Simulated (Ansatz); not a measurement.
All numbers were calculated with Ansatz.

A structure relaxed at PBE0-D4/def2-TZVP, charge 0, multiplicity 1:

```xyz
13

C     1.326   -0.220    1.177
Si   -0.225   -0.282    0.148
C    -0.062    0.739   -1.402
S    -0.543   -2.356   -0.274
S    -1.955    0.357    1.250
H     1.536    0.809    1.479
H     1.216   -0.822    2.080
H     2.184   -0.592    0.610
H     0.103    1.793   -1.157
H    -0.963    0.670   -2.014
H     0.788    0.389   -1.995
H    -1.680   -2.153   -0.961
H    -1.724    1.668    1.058
```

Give its formula and SMILES.

C2H8S2Si, `C[Si](C)(S)S`.

Point group (tolerance 0.08 Å, 0.16 Å for H)?

C1.

Summarise the bond lengths by kind.

2 × C–Si 1.862 to 1.864 Å; 6 × C–H 1.091 to 1.094 Å; 2 × S–Si 2.140 to 2.149 Å; 2 × H–S 1.344 to 1.345 Å.
